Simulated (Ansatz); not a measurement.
Geometry optimisation, UKS LDA/def2-SVP in Ansatz.

The input (input.yaml):

```yaml
crystal:
  periodic: [false, false, false]
  atoms:
    - { symbol: Ga, position_ang: [-0.4171, 0.4639, -0.1881] }
    - { symbol: H, position_ang: [-0.0804, -1.218, 0.8757] }
    - { symbol: Cl, position_ang: [-1.4113, -0.023, -1.9272] }
    - { symbol: Cl, position_ang: [-0.399, 2.1072, 1.056] }
    - { symbol: H, position_ang: [0.7637, -0.9756, 0.4346] }
    - { symbol: F, position_ang: [1.5441, -0.3545, -0.251] }
magnetization:
  spin_polarized: true
basis:
  gaussian: { orbitals: def2-SVP }
hamiltonian:
  xc: lda
relax:
  f_tol: 0.15
  max_steps: 25
  restrain:
    - { distance: [0, 5], at: 1.79, k: 30.0 }
    - { distance: [4, 1], at: 0.62, k: 30.0 }
    - { distance: [0, 1], at: 2.83, k: 30.0 }
    - { distance: [4, 5], at: 2.18, k: 30.0 }
output:
  orbitals: {}
```

Run as:

```bash
$ ansatz run input.yaml --threads 2 --pin off --max-ram 3072MiB --backend cpu --events-out ev --progress --plain --runs-dir out
```

**Question.** Where does it end, and by what steps?

**Answer.** The forces met the threshold. The restraints hold the end off the free minimum. After 6 steps the energy has fallen by 0.767 eV (the restraints' own energy left out); H5 moved furthest, 0.56 Å. Joined: H2–H5.

| step | energy less start (eV) | largest force component (eV/Å) | accepted |
| --- | --- | --- | --- |
| 0 | 0.0000 | 2.155 | yes |
| 1 | -0.0253 | 3.514 | yes |
| 2 | -0.3301 | 3.311 | yes |
| 3 | -0.6387 | 3.500 | yes |
| 4 | -0.7560 | 0.901 | no |
| 5 | -0.7452 | 2.541 | yes |
| 6 | -0.7672 | 2.209 | yes |

```xyz
6
Properties=species:S:1:pos:R:3
Ga -0.084 0.705 -0.468
H -0.026 -1.615 1.143
Cl -1.470 0.069 -1.903
Cl -0.496 2.136 1.005
H 0.525 -1.346 0.774
F 1.552 0.051 -0.551
```

Whether the end is a true minimum wasn't checked by a vibrational analysis.

Run time: 15 s on 2 threads of Arm Neoverse V1 (shared host), peak memory 0.15 GiB.
